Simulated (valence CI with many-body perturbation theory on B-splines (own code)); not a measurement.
**How close is CI+MBPT for V I?**

Calculated by relativistic CI+MBPT: five valence electrons over a frozen Dirac-Fock core [Ar], radial functions for each j: 7 s, 7 p, 8 d, 6 f, 4 g, 1 h, with the one-electron correlation potential Σ1 (screened to all orders), the two-electron term Σ2, the three-electron term Σ3, Breit, model QED; selected single and double excitations, second order for the rest, scaled by the run's own slope (own B-spline code, finite nucleus).

Against 15 measured levels this calculation errs by 760 cm⁻¹ on average and by 1229 at most. These come from a selection out of the NIST Handbook of Basic Atomic Spectroscopic Data. Levels without a partner in it may be off by more, other configurations by 1,000 to 4,000 cm⁻¹. Among the levels kept, up to 1600 cm⁻¹ of a level comes from second order outside the variational space, and about a tenth of that is noise between levels of different J, which matters for small intervals.

Measured levels: NIST Handbook of Basic Atomic Spectroscopic Data (Sansonetti and Martin, J. Phys. Chem. Ref. Data 34, 1559 (2005)). Pairs share parity and J, and are chosen by configuration, term and nearness in energy; levels without a clear partner are left out. Energies in cm⁻¹ above the measured ground level. The last column is blank where CI alone has no clear partner.

Names give the largest LS component (configuration and term), which can be under half, so a name can repeat, a term be missing and a line seem to break the LS rules; names also repeat where a configuration has a term twice.

```
Computed label  Label in the source  Measured  Computed  Difference  CI alone, difference
3d3.4s2 4F_3/2         3d3 4s2 a 4F         0       0.0           0                     0
3d3.4s2 4F_5/2         3d3 4s2 a 4F     137.4     129.7          -8                   -17
3d3.4s2 4F_7/2         3d3 4s2 a 4F     323.5     319.5          -4                   -43
3d3.4s2 4F_9/2         3d3 4s2 a 4F     553.0     538.0         -15                  -107
 3d4.4s 6D_1/2      3d4(5D) 4s a 6D    2112.3    3339.6       +1227                +13492
 3d4.4s 6D_3/2      3d4(5D) 4s a 6D    2153.2    3374.5       +1221                +13527
 3d4.4s 6D_5/2      3d4(5D) 4s a 6D    2220.1    3444.0       +1224                +13525
 3d4.4s 6D_7/2      3d4(5D) 4s a 6D    2311.4    3536.4       +1225                +13520
 3d4.4s 6D_9/2      3d4(5D) 4s a 6D    2424.8    3642.3       +1218                +13474
 3d4.4s 4D_1/2      3d4(5D) 4s a 4D      8413    9642.5       +1229                      
 3d4.4s 4D_3/2      3d4(5D) 4s a 4D    8476.2    9684.6       +1208                +13666
 3d4.4s 4D_5/2      3d4(5D) 4s a 4D    8578.5    9785.3       +1207                +13691
 3d4.4s 4D_7/2      3d4(5D) 4s a 4D    8715.8    9924.6       +1209                +13686
3d3.4s2 4P_1/2         3d3 4s2 a 4P    9544.6    9685.2        +141                      
3d3.4s2 4P_3/2         3d3 4s2 a 4P    9637.0    9777.2        +140                   +19
3d3.4s2 4P_5/2         3d3 4s2 a 4P    9824.6    9951.0        +126                   -11
```

Over 15 excited levels the mean absolute difference is 760 cm⁻¹, the median 1208 and the largest 1229. For the 13 levels that pair on every rung the mean is CI alone 8367, + Σ1 6730, + Σ2 825, + Σ3 854, + Breit 783, + QED 772. The comparison draws on a selection of the measured levels: 16 of the 56 computed ones have a partner in it, and others may be off by more.
